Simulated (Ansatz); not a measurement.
Cartesian coordinates in Å:
```
F 3.4655 0.5477 0.0882
Ti 2.1186 1.2365 -0.7960
F 1.8594 2.9390 -0.4727
F 2.2446 0.9194 -2.5138
C 0.4588 0.2748 -0.1389
C -0.7847 0.9095 -0.1776
C -1.9275 0.2352 0.2245
C -1.8365 -1.0766 0.6686
C -0.6058 -1.7165 0.7148
C 0.5384 -1.0443 0.3133
H -0.8685 1.9380 -0.5157
H -2.8899 0.7333 0.1938
H -2.7304 -1.6027 0.9839
H -0.5381 -2.7398 1.0664
H 1.4961 -1.5536 0.3613
```

Charge 0, multiplicity 1.

(1) List the PBE0/def2-TZVPP orbital energies in eV (the Gaussian-basis code of Ansatz). (Estimate.)

## Answers

(1) The calculation gave: Occupied: -4876.36, -674.05, -674.05, -673.98, -546.83, -456.49, -456.48, -456.43, -278.95, -278.95, -278.88, -278.79, -278.79, -278.55, -68.04, -43.87, -43.83, -43.31, -32.49, -32.11, -32.07, -24.52, -21.52, -21.29, -17.48, -17.16, -15.02, -13.35, -13.35, -13.24, -13.14, -13.05, -12.72, -12.69, -12.39, -12.36, -12.11, -12.05, -11.86, -11.49, -11.03, -10.17, -8.57, -7.91, -7.83. Lowest empty: -2.68, -2.41, -1.26, -1.20, -0.98, -0.62, -0.07, 0.20.
